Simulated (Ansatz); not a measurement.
Basis-set extrapolation for B₂FH₅Si (PBE0-D4/def2-TZVP geometry, frozen core, Ansatz 0.2.0). Multiplicity 1, RHF reference.

```tsv
	def2-TZVPP	def2-QZVPP
HF	-440.710134	-440.726375
MP2 correlation	-0.591327	-0.637160
CCSD(T) correlation	-0.656188	not run
```

Energies in hartree. Use E(X) = E(∞) + A·exp(−7.88·√X) for Hartree–Fock and E(X) = E(∞) + B·X^(−2.97) for correlation, with X = 3 and 4, and add CCSD(T) minus MP2 of the smaller set to the MP2 limit.

What is the CCSD(T) energy at the basis-set limit?

HF limit: -440.726375 + (-0.016241) × 0.13774 = -440.72861. MP2 limit: -0.637160 + (-0.045833) × 0.74074 = -0.67111. Higher-order term: -0.656188 − (-0.591327) = -0.06486. Total: -441.46458 hartree, 258.0 kJ/mol below CCSD(T)/def2-TZVPP.
